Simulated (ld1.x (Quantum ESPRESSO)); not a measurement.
Logarithmic derivatives: rubidium, TM

Rb, norm-conserving Troullier–Martins (Kleinman–Bylander form), made with ld1.x (Quantum ESPRESSO) 7.5 (PBE, scalar-relativistic). Core [Kr], reference 4d1 5s0 5p0. Waves: 5p (bound, empty): rc 4.20 bohr; 4d (bound): rc 4.20 bohr; 5s (bound, empty): rc 3.20 bohr. Local part: the s channel. Core correction: Bessel-smoothed model core inside 3.30 bohr.

The phase is arctan(r·u′/u) with u = r·R(r), unwrapped; energies in Ry, scanned from -2 to 5 Ry. A pole is an energy at which the radial function vanishes at the test radius. The pseudo phase is shifted by a multiple of π to meet the all-electron one at the reference energy, and phase errors are pseudo minus all-electron; the curves can meet again beyond the range given. Levels narrower than the energy grid can be missing from the lists of poles.

```json
{"channel": "s", "radius (bohr)": "4.57", "reference energy (Ry)": "-0.21", "poles, all-electron": "0.39, 3.13", "poles, pseudo": "0.35, 1.77, 4.19", "unbroken range about the reference energy with phases within 0.05 rad": "below 0.7", "phase error 1 Ry above the reference energy (rad)": "-0.084"}
{"channel": "p", "radius (bohr)": "4.57", "reference energy (Ry)": "-0.10", "poles, all-electron": "-1.25, 0.90, 3.78", "poles, pseudo": "0.78, 3.52", "unbroken range about the reference energy with phases within 0.05 rad": "-1.2 to 1.0", "phase error 1 Ry above the reference energy (rad)": "-0.044"}
{"channel": "d", "radius (bohr)": "4.57", "reference energy (Ry)": "-0.05", "poles, all-electron": "0.25, 2.00", "poles, pseudo": "0.26, 2.57", "unbroken range about the reference energy with phases within 0.05 rad": "below 0.5", "phase error 1 Ry above the reference energy (rad)": "+0.799"}
```

Phases in the s channel:

| E (Ry) | all-electron | pseudo |
| --- | --- | --- |
| -2.00 | 1.400 | 1.399 |
| -1.76 | 1.385 | 1.384 |
| -1.52 | 1.366 | 1.365 |
| -1.28 | 1.340 | 1.339 |
| -1.04 | 1.300 | 1.298 |
| -0.80 | 1.232 | 1.229 |
| -0.56 | 1.078 | 1.075 |
| -0.32 | 0.463 | 0.460 |
| -0.08 | -1.066 | -1.068 |
| 0.16 | -1.445 | -1.454 |
| 0.40 | -1.575 | -1.593 |
| 0.64 | -1.656 | -1.699 |
| 0.88 | -1.734 | -1.872 |
| 1.12 | -1.846 | -2.990 |
| 1.36 | -2.105 | -4.460 |
| 1.60 | -3.176 | -4.648 |
| 1.84 | -4.231 | -4.732 |
| 2.08 | -4.480 | -4.803 |
| 2.32 | -4.580 | -4.898 |
| 2.56 | -4.635 | -5.126 |
| 2.80 | -4.673 | -6.468 |
| 3.04 | -4.703 | -7.501 |
| 3.28 | -4.728 | -7.684 |
| 3.52 | -4.753 | -7.758 |
| 3.76 | -4.780 | -7.802 |
| 4.00 | -4.812 | -7.833 |
| 4.24 | -4.857 | -7.860 |
| 4.48 | -4.934 | -7.886 |
| 4.72 | -5.114 | -7.914 |
| 4.96 | -5.917 | -7.951 |
